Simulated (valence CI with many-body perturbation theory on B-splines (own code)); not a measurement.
E1 line list for Ce8+

Calculated by configuration interaction combined with many-body perturbation theory (CI+MBPT): four valence electrons over a frozen Dirac-Fock core [Kr] 4d10, a basis of 7 s, 7 p, 7 d, 7 f, 4 g, 2 h functions for each j, with the one-electron correlation potential Σ1 (screened to all orders), the two-electron term Σ2, the three-electron term Σ3, Breit, model QED; selected single and double excitations, second order for the rest, scaled by the run's own slope (own B-spline code, finite nucleus).

No measured levels were compared; by estimate levels hold to about 250 cm⁻¹ or 0.2 % of their energy and the worst to 1 %, as in measured heavy ions of charge 2 to 7; those with d or f electrons hold less well. Among the levels kept, up to 470 cm⁻¹ of a level comes from second order outside the variational space, and about a tenth of that is noise between levels of different J, which matters for small intervals.

Lines 1 to 50 of 552 in falling wavelength, among levels below 354800 cm⁻¹, chosen from the strongest by gf and those to the six lowest levels. Wavelengths and rates use the calculated energies, so an error of 200 cm⁻¹ moves a line at 1228 Å by 0.25 % and its rate by three times that or more. Electric multipoles are in the length gauge, E1 and E2 with the static RPA response of the core. Weak lines are less certain than strong ones. Lines between different terms over intervals too small for the method are left out, as are lines whose strength nearly cancels. Where a level lies close to another of its J and parity, the split of strength between their lines is uncertain.

Names give the largest LS component (configuration and term), which can be under half, so a name can repeat, a term be missing and a line seem to break the LS rules; names also repeat where a configuration has a term twice. Letters in brackets count levels of one name in rising energy.

```tsv
λ vac (Å)	Upper	Lower	A (s⁻¹)	log gf	Branch %
1228	4f5s5p² ¹H°_5	4f²5s² ¹I_6	4.05e+07	-1.00	2.1
908.3	5s5p³ ³D°_2	4f5s²5p ³F_3	6.23e+07	-1.41	4.6
807.6	5s5p³ ⁵S°_2	5s²5p² ³P_2 [a]	7.30e+07	-1.45	37.9
805.0	4f5s5p² ⁵G°_6	4f5s²5p ³G_5	1.15e+08	-0.84	99.6
804.0	4f²5s5p ⁵G°_5 [b]	4f²5s² ³F_4	1.54e+08	-0.79	30.8
801.0	4f²5s5p ⁵H°_7	4f²5s² ³H_6	1.15e+08	-0.78	99.9
798.0	4f²5s5p ³I°_7 [a]	4f²5s² ¹I_6	1.06e+08	-0.82	90.7
798.0	4f5s5p² ⁵F°_5	4f5s²5p ³G_5	1.13e+08	-0.92	33.4
795.0	4f²5s5p ⁵G°_5 [a]	4f²5s² ³H_5	9.08e+07	-1.02	38.0
794.5	4f²5s5p ⁵G°_6 [a]	4f²5s² ³H_6	8.36e+07	-0.99	43.5
782.8	4f²5s5p ⁵G°_6 [a]	4f²5s² ³H_5	8.47e+07	-1.00	44.0
780.9	4f5s5p² ⁵G°_3	4f5s²5p ³F_3	6.36e+07	-1.39	26.6
778.9	4f5s5p² ⁵D°_4	4f5s²5p ³G_4	1.38e+08	-0.95	58.4
774.6	4f5s5p² ³G°_4 [a]	4f5s²5p ¹F_3	1.80e+08	-0.84	56.5
773.2	4f5s5p² ⁵F°_5	4f5s²5p ³F_4	1.92e+08	-0.72	56.5
772.9	4f5s5p² ³G°_5 [a]	4f5s²5p ¹G_4	1.64e+08	-0.79	73.8
770.3	4f5s5p² ⁵G°_2	4f5s²5p ³G_3	1.08e+08	-1.32	43.1
767.4	4f5s5p² ⁵D°_4	4f5s²5p ³F_3	8.38e+07	-1.18	35.6
767.1	5s5p³ ⁵S°_2	5s²5p² ³P_1	1.11e+08	-1.31	57.8
761.2	4f²5s5p ³H°_5 [b]	4f²5s² ¹G_4	9.69e+07	-1.03	23.4
754.3	4f5s5p² ⁵G°_3	4f5s²5p ³G_3	5.31e+07	-1.50	22.2
751.4	4f5s5p² ⁵F°_4	4f5s²5p ³F_4	1.06e+08	-1.09	43.8
743.3	4f²5s5p ³H°_6 [b]	4f²5s² ¹I_6	1.59e+08	-0.77	64.1
741.7	5s5p³ ³D°_3	5s²5p² ³P_2 [b]	3.82e+08	-0.66	36.8
738.9	4f²5s5p ³I°_5 [a]	4f²5s² ³H_5	8.94e+07	-1.09	7.8
733.4	4f²5s5p ³H°_6 [c]	4f²5s² ¹I_6	2.57e+08	-0.57	19.2
731.5	4f²5s5p ³H°_5 [a]	4f²5s² ³H_6	1.45e+08	-0.89	21.4
729.4	4f²5s5p ³I°_5 [a]	4f²5s² ³H_4	1.21e+08	-0.97	10.6
725.4	4f5s5p² ³G°_3 [a]	4f5s²5p ³G_4	1.48e+08	-1.09	36.8
724.8	4f²5s5p ³H°_6 [a]	4f²5s² ³H_6	1.49e+08	-0.82	68.8
715.5	4f5s5p² ³G°_3 [a]	4f5s²5p ³F_3	5.10e+07	-1.56	12.6
698.6	4f5s5p² ³H°_4	4f5s²5p ¹G_4	1.28e+08	-1.07	4.3
691.6	4f5s5p² ³F°_4 [a]	4f5s²5p ¹F_3	1.77e+08	-0.94	20.3
691.0	4f5s5p² ³F°_3 [a]	4f5s²5p ¹F_3	1.79e+08	-1.05	13.9
686.9	5s5p³ ³P°_2 [a]	4f5s²5p ³G_3	1.24e+08	-1.36	3.1
666.1	4f5s5p² ³D°_3 [a]	4f5s²5p ³F_3	7.49e+07	-1.46	33.0
662.1	4f²5s5p ⁵G°_6 [b]	4f²5s² ³H_6	2.15e+08	-0.74	54.3
656.7	5s5p³ ³D°_1	5s²5p² ³P_2 [a]	2.30e+08	-1.35	8.0
647.7	4f5s5p² ³F°_4 [b]	4f5s²5p ³D_3	1.66e+08	-1.03	9.0
641.2	4f5s5p² ³D°_3 [b]	4f5s²5p ³D_2	3.20e+08	-0.86	8.7
638.2	4f5s5p² ³G°_5 [b]	4f5s²5p ³F_4	1.37e+08	-1.04	5.2
631.4	4f5s5p² ⁵F°_3	4f5s²5p ³F_3	7.37e+07	-1.51	27.0
630.4	5s5p³ ³P°_2 [a]	5s²5p² ³P_2 [b]	9.38e+07	-1.55	2.4
629.0	4f5s5p² ³F°_4 [b]	4f5s²5p ³F_4	3.74e+08	-0.70	20.3
629.0	4f5s5p² ¹D°_2 [a]	4f5s²5p ³D_1	2.72e+08	-1.09	7.3
628.8	5s²5p5d ³F°_3	4f5s²5p ³D_3	3.33e+08	-0.86	5.4
628.6	4f5s5p² ³H°_5	4f5s²5p ³G_5	4.92e+08	-0.49	25.2
628.1	4f²5s5p ³G°_5 [b]	4f²5s² ³H_6	1.43e+08	-1.03	6.6
618.1	4f5s5p² ¹H°_5	4f5s²5p ¹G_4	9.65e+08	-0.22	49.0
617.1	4f5s5p² ³F°_4 [b]	4f5s²5p ¹F_3	1.79e+08	-1.04	9.7
```

How does gf follow from A for the line at 780.9 Å?

gf = 1.4992 × (2J+1)_upper × A / σ², with σ = 128049 cm⁻¹ and 2J+1 = 7: gf = 0.0407.
